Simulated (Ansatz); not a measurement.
Ansatz (a quantum-chemistry and plane-wave program) input (B3LYP-D3(BJ)/def2-TZVP):

Ansatz 0.2 input:
```yaml
crystal:
  periodic: [false, false, false]
  atoms:
    - {symbol: Cl, position_ang: [1.11828723, -0.02986923, 0.03208473]}
    - {symbol: I, position_ang: [-1.11332291, 0.00448515, -0.01916526]}
basis:
  gaussian:
    orbitals: def2-TZVP
hamiltonian:
  xc: b3lyp
  dispersion: d3bj
total_charge: 1
magnetization: {spin_polarized: true, initial_magnetization: 1}
relax: {f_tol: 0.002, max_steps: 150}
```

End of the output:

```
reference -20616.83869990 eV, -757.6548476262 hartree; 21, 20 occupied and 66, 67 virtual orbitals, 674 factors
relax step   1: F+E_penalty+E_count = -20616.92002608 eV  Δ(F+E_penalty+E_count) = +0.000e0 eV  max|allowed force component| = 4.246e-1 eV/Å  Δτ_max = 0.0000 Å  (59 SCF iters, accepted)
these checks for a lower state are left out or cut short: starts, cluster_reference, orbital_swaps, neighbouring_geometries, increment
integrals: 0.02 GiB planned
674 factors; their error is unknown
mean field: 0.32 GiB planned
mean field evaluation 32: about -20616.8429 eV, gradient 1.3e-5 eV
mean field -20616.84285453 eV, -757.6550003059 hartree, gradient 1.3e-5 eV, S^2 0.752934; 0 other end points of the search recorded, 0 dependent functions left out
the calculation of the forces begins
reference -20616.84303801 eV, -757.6550070488 hartree; 21, 20 occupied and 66, 67 virtual orbitals, 674 factors
relax step   2: F+E_penalty+E_count = -20616.92425834 eV  Δ(F+E_penalty+E_count) = -4.232e-3 eV  max|allowed force component| = 9.032e-2 eV/Å  Δτ_max = 0.0131 Å  (37 SCF iters, accepted)
these checks for a lower state are left out or cut short: starts, cluster_reference, orbital_swaps, neighbouring_geometries, increment
integrals: 0.02 GiB planned
674 factors; their error is unknown
mean field: 0.32 GiB planned
mean field -20616.84305298 eV, -757.6550075988 hartree, gradient 8.4e-6 eV, S^2 0.752935; 0 other end points of the search recorded, 0 dependent functions left out
the calculation of the forces begins
reference -20616.84323636 eV, -757.6550143378 hartree; 21, 20 occupied and 66, 67 virtual orbitals, 674 factors
relax step   3: F+E_penalty+E_count = -20616.92447647 eV  Δ(F+E_penalty+E_count) = -2.181e-4 eV  max|allowed force component| = 1.128e-3 eV/Å  Δτ_max = 0.0024 Å  (38 SCF iters, accepted)
integrals: 0.02 GiB planned
674 factors; their error is unknown
mean field: 0.32 GiB planned
mean field evaluation 64: about -20616.8431 eV, gradient 3.6e-5 eV
mean field -20616.84305298 eV, -757.6550075988 hartree, gradient 8.5e-6 eV, S^2 0.752935; 2 other end points of the search recorded, 0 dependent functions left out
the calculation of the forces begins
reference -20616.84323636 eV, -757.6550143378 hartree; 21, 20 occupied and 66, 67 virtual orbitals, 674 factors
Total energy: -20616.92465985 eV, -757.6580065961 hartree
Atom 0 at     1.128963    -0.030034     0.032330 Å, force    -0.001128     0.000017    -0.000026 eV/Å
Atom 1 at    -1.123999     0.004649    -0.019410 Å, force     0.001128    -0.000017     0.000026 eV/Å
Dipole moment:    -0.062105     0.000956    -0.001426 e Å
```
